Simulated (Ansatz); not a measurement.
Consider the formal loss of a carbene: `BN(C)[SiH2][SiH3]` → `BN[SiH2][SiH3]` + `[CH2]` (triplet).

Isolated molecules relaxed with PBE0-D4/def2-TZVP in Ansatz; ΔE leaves out vibrations. CCSD(T)/CBS adds triple-zeta CCSD(T) − MP2 to the extrapolated MP2 energy (def2 sets, frozen cores). This one scheme is used for every species. DFT in def2-TZVPP. HSE06 is defined as in plane-wave codes. Triplets are unrestricted, without spin–orbit coupling. Each species was taken in one conformer, which may not be the lowest.

`BN(C)[SiH2][SiH3]`:

```xyz
15

B    -1.612    0.124   -0.462
N    -0.331   -0.343   -0.752
C    -0.045   -1.094   -1.968
Si    1.037   -0.068    0.317
Si    0.440    1.143    2.223
H    -1.799    0.738    0.552
H    -2.511   -0.091   -1.226
H    -0.955   -1.206   -2.557
H     0.705   -0.581   -2.579
H     0.342   -2.091   -1.733
H     2.098    0.646   -0.451
H     1.614   -1.392    0.692
H    -0.573    0.414    3.030
H    -0.080    2.488    1.867
H     1.671    1.312    3.046
```

`BN[SiH2][SiH3]`:

Z-matrix (Å, degrees):
```
Si
N 1 1.751
Si 1 2.344 2 111.0
H 1 1.490 2 109.6 3 120.2
H 1 1.483 2 107.1 3 -121.4
B 2 1.399 1 126.8 3 114.5
H 2 1.011 1 116.5 3 -63.9
H 3 1.488 1 110.6 2 -63.2
H 3 1.488 1 110.5 2 176.0
H 3 1.490 1 109.9 2 56.4
H 6 1.198 2 119.0 1 1.3
H 6 1.198 2 119.6 1 -178.7
```

`[CH2]` (triplet):

Z-matrix (Å, degrees):
```
C
H 1 1.079
H 1 1.079 2 134.9
```

| level | ΔE (eV) |
| --- | --- |
| LDA (SPW92) | 5.04 |
| B97M-V | 4.19 |
| HSE06-D4 | 4.20 |
| B2PLYP | 4.09 |
| r2SCANh | 3.92 |
| HSE06 | 4.12 |
| LC-ωPBE | 4.07 |
| MP2/CBS(def2) | 4.34 |

**Question.** What does CCSD(T)/CBS give? (An estimate is asked.)

**Answer.** Computed: +4.22 eV. The listed levels differ from it by 0.82, -0.03, -0.02, -0.13, -0.30, -0.10, -0.15, 0.12 eV.

Largest T1 diagnostic among the species: 0.013.

In def2-TZVPP, CCSD(T) changes the Hartree–Fock value by +1.52 eV (the triples alone add +0.14 eV) and MP2 by +1.64 eV. From r2SCAN to r2SCAN0 (25 % exact exchange), in def2-TZVPP and without D4, ΔE moves by −0.05 eV. The D4 term adds +0.16 eV with B3LYP and +0.09 eV with PBE0; it sums over pairs of atoms, weighted by their polarisabilities, and B3LYP, whose exchange is more repulsive, gets the larger term.

B3LYP here is the variant with VWN-RPA as its local correlation; programs differ in this.
